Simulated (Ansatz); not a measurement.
This geometry of C$_{2}$H$_{7}$IOSi (12 atoms, charge 0, multiplicity 1) is a first-order saddle point.

Computed with RKS PBE-D4/def2-SVP (Ansatz).

```xyz
12
Properties=species:S:1:pos:R:3
C -1.303 -0.382 0.908
Si 0.559 -0.364 0.634
I 1.360 -2.692 0.250
C 0.965 0.725 -0.910
O -0.199 1.338 -1.456
H -1.829 -0.849 0.051
H -1.662 0.663 1.008
H -1.564 -0.947 1.824
H 1.282 0.119 1.864
H 1.632 1.548 -0.572
H 1.550 0.144 -1.662
H -0.711 0.642 -1.907
```

Q: Which two structures does it join? (They come from a converged band through this point; their orientation in space is the band's.)

A: No bond is made or broken. The dihedral I3–Si2–C4–H11 goes from 51 to -69°.

Image 0:

```xyz
12
Properties=species:S:1:pos:R:3
C -1.322 -0.559 0.792
Si 0.537 -0.289 0.634
I 1.701 -2.484 0.747
C 0.945 0.551 -1.032
O 0.223 1.782 -1.121
H -1.697 -1.232 -0.005
H -1.853 0.414 0.721
H -1.573 -1.011 1.772
H 1.042 0.552 1.773
H 2.027 0.798 -1.065
H 0.757 -0.137 -1.891
H -0.710 1.560 -1.291
```

Image 10:

```xyz
12
Properties=species:S:1:pos:R:3
C -1.349 -0.285 1.060
Si 0.479 -0.247 0.634
I 1.131 -2.512 -0.197
C 0.819 0.890 -0.862
O 0.080 0.462 -1.997
H -1.931 -0.419 0.126
H -1.648 0.679 1.524
H -1.594 -1.106 1.760
H 1.352 0.055 1.823
H 0.468 1.915 -0.607
H 1.918 0.975 -1.053
H 0.352 -0.462 -2.177
```

Q: How far does it lie above each of them?

A: 8.4 kJ/mol above the first and 15.9 kJ/mol above the second. This is the barrier of this one path; another mechanism may lie lower.

Time of the run: 3.9 min on 2 threads of Intel(R) Xeon(R) Platinum 8259CL CPU @ 2.50GHz (Skylake/Cascade Lake), with other jobs on the host, peak memory 0.2 GiB.
